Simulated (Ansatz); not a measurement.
Program: Ansatz. Geometries: PBE0-D4/def2-TZVP. ΔE: electronic, gas phase. CBS: MP2 limit from def2 TZ/QZ plus the TZ coupled-cluster correction, frozen cores. This one scheme is used for every species. Functionals use def2-TZVPP.

`[F][Al]([F])[SiH3]` + `O[SiH3]` → `[SiH3]O[SiH3]` + `[F][AlH][F]`  (cleavage of the Si–Al bond)

`[F][Al]([F])[SiH3]`:

Cartesian coordinates in Å:
```
F -0.604 0.245 -2.558
Al -0.950 -0.035 -0.976
F -2.516 -0.365 -0.602
Si 0.755 0.030 0.755
H 0.409 1.073 1.758
H 2.089 0.337 0.177
H 0.816 -1.285 1.447
```

`O[SiH3]`:

```xyz
6

O     0.106    0.589   -1.133
Si   -0.104   -0.296    0.241
H     0.528    1.444   -1.055
H     1.195   -0.610    0.896
H    -0.771   -1.549   -0.180
H    -0.954    0.421    1.231
```

`[SiH3]O[SiH3]`:

Cartesian coordinates in Å:
```
Si 0.708 1.209 0.708
O -0.378 0.055 0.311
Si -0.766 -1.200 -0.660
H 1.995 0.584 1.112
H 0.158 1.994 1.839
H 0.950 2.106 -0.452
H -2.102 -1.703 -0.259
H 0.239 -2.287 -0.520
H -0.805 -0.758 -2.079
```

`[F][AlH][F]`:

```xyz
4

F    -0.123   -1.499    0.607
Al    0.025    0.019    0.009
F    -1.120    0.547   -1.038
H     1.218    0.933    0.422
```

```tsv
species	r2SCANh energy (Eh)
`[F][Al]([F])[SiH3]`	-733.52049
`O[SiH3]`	-367.12516
`[SiH3]O[SiH3]`	-657.83806
`[F][AlH][F]`	-442.84138
```

**Question.** Work out ΔE.

**Answer.** ΔE = (-657.83806) + (-442.84138) − (-733.52049) − (-367.12516) = -0.03379 Eh = -21.2 kcal/mol. CCSD(T)/CBS gives -22.7 kcal/mol.

Largest T1 diagnostic among the species: 0.014.

In def2-TZVPP, CCSD(T) changes the Hartree–Fock value by +6.2 kcal/mol (the triples alone add +0.8 kcal/mol) and MP2 by +3.9 kcal/mol. From r2SCAN to r2SCAN0 (25 % exact exchange), in def2-TZVPP and without D4, ΔE moves by −0.9 kcal/mol.
